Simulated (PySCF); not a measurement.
Computed IR spectrum (relative IR intensity) of a molecule C2H9FSi3. Geometry: PBE-D3(BJ)/def2-SVP. One conformer was computed; it need not be the lowest. Method: PBE-D3(BJ)/def2-SVP (PySCF). Frequencies are harmonic and unscaled.

Lines under 2 % of the strongest are left out, and lines within 2 cm⁻¹ are merged.

ν (cm⁻¹): 185 (vw), 284 (vw), 386 (vw), 423 (w), 450 (vw), 528 (w), 616 (vw), 674 (w), 694 (m), 748 (s), 755 (m), 758 (m), 804 (s), 853 (m), 875 (s), 901 (vw), 933 (vw), 967 (w), 1209 (w), 1318 (vw), 1375 (vw), 2126 (s), 2134 (m), 2146 (vs) (against the strongest line: vs over 80 %, s over 45 %, m over 15 %, w over 4 %, vw less)

Q: Identify the compound among the candidates.
A. F[SiH2]C1[SiH2]C[SiH2]1
B. F[SiH2]/C=C\[SiH2][SiH3]
C. C[Si]1(F)[SiH2]C[SiH2]1
D. F/C(=C\[SiH3])[SiH2][SiH3]

A: C, C[Si]1(F)[SiH2]C[SiH2]1
